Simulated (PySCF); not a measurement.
SMILES C(C)(=O)[SiH2]C=O, GFN2-xTB optimised geometry.

```
12

C     -0.44    -1.60     0.04
C      0.39    -0.34     0.00
O      1.60    -0.34     0.00
Si    -0.60     1.32     0.00
C     -1.55     1.28     1.67
O     -2.17     0.32     2.05
H     -1.14    -1.53     0.87
H     -1.02    -1.67    -0.87
H      0.19    -2.48     0.15
H      0.29     2.48    -0.04
H     -1.60     1.29    -1.07
H     -1.51     2.19     2.32
```

Density from CAM-B3LYP/def2-TZVP (PySCF 2.14.0) at that geometry.

Minimum of the electron density along straight lines between bonded atoms, close to the bond critical point (lines longer than 1.1 times the sum of covalent radii, or with two minima, are not listed):

```csv
bond,length / Å,ρ at the minimum / e bohr⁻³,∇²ρ there / e bohr⁻⁵,position (fraction from the first atom)
C1–C2,1.500,0.266,-0.71,0.48
C2–O3,1.209,0.422,-0.08,0.34
C2–Si4,1.930,0.118,[?],0.62
Si4–C5,1.926,0.116,0.13,0.39
C5–O6,1.205,0.423,-0.02,0.34
C1–H7,1.089,0.279,-0.97,0.65
C1–H8,1.088,0.276,-0.94,0.64
C1–H9,1.088,0.281,-0.98,0.65
Si4–H10,1.457,0.129,[?],0.50
Si4–H11,1.462,0.126,[?],0.49
C5–H12,1.110,0.278,-0.98,0.65
```

Task: Complete the blanks.

Result: 
- C2–Si4, ∇²ρ there / e bohr⁻⁵: 0.10
- Si4–H10, ∇²ρ there / e bohr⁻⁵: 0.16
- Si4–H11, ∇²ρ there / e bohr⁻⁵: 0.18
